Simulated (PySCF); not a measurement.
Structure problem from calculated spectra and properties.

Elements present: C, F, H, O and S. Monoisotopic mass: 199.9567 u.

* NMR, other nuclei: isotropic shieldings of nuclei other than C and H, by class: 141 (2 O), 161 (1 O), 306 (3 F), 348 (2 F), 186 (1 S) ppm [GIAO HF/pcSseg-2]
* 1H NMR: chemical shifts (computed TMS as zero) by class: 5.45 (1 H) ppm [GIAO HF/pcSseg-2]
* Polarisability: 59.7 au [CAM-B3LYP/def2-SVPD]
* Triplet: lowest triplet excitation (Tamm–Dancoff): 7.64 eV [TDA CAM-B3LYP/def2-SVPD]
* 13C NMR: chemical shifts (computed TMS as zero) by class: 108.9 (1 C), 105.1 (1 C) ppm [GIAO HF/pcSseg-2]
* Rotational structure: rotational constants A, B, C: 1.595, 0.835, 0.791 GHz [PBE0-D3(BJ)/def2-SVP]
* UV, first state: lowest singlet excitation: 8.29 eV (150 nm, f = 0.052) [TDDFT CAM-B3LYP/def2-SVPD]

The electronic properties come from PySCF, for the isolated species, density fitting. Levels stand in brackets. Geometry: PBE0-D3(BJ)/def2-SVP, one conformer, isolated molecule. NMR values are class means; diastereotopic atoms form classes of their own.

**Question.** Which formula fits the mass and the elements?

**Answer.** C2HF5O3S (calculated 199.9567). No other formula that holds each of these elements comes within 0.0003 u with a fitting electron parity and a possible valence count.

**Question.** What is the compound? Reason from the data.

**Answer.** Numbering: `[O:1]=[S:2](=[O:3])([OH:4])[C:5]([F:6])([F:7])[C:8]([F:9])([F:10])[F:11]`. 2 carbons fall into 2 classes; from least to most shielded: CF3 carbon [C8] (108.9 ppm), CF2 carbon [C5] (105.1 ppm). The one hydrogen (5.45 ppm): hydroxyl hydrogen. The other shieldings belong to: 141 ppm, sulfonyl oxygen [O1/O3]; 161 ppm, hydroxyl oxygen [O4]; 306 ppm, fluorine of a CF3 group [F9/F10/F11]; 348 ppm, fluorine of a CF2 group [F6/F7]; 186 ppm, sulfonyl sulfur [S2]. The optimised geometry has point group C1 and is an asymmetric top. Structure: `O=S(=O)(O)C(F)(F)C(F)(F)F`. The assignments are read from this structure; whether some other isomer fits the data as well wasn't checked.

Shape of the structure used: `[O:1]=[S:2](=[O:3])([OH:4])[C:5]([F:6])([F:7])[C:8]([F:9])([F:10])[F:11]`: O1–S2–C5–F6 162°, S2–C5–C8–F9 -72°, H–O4–S2–O1 -18°.
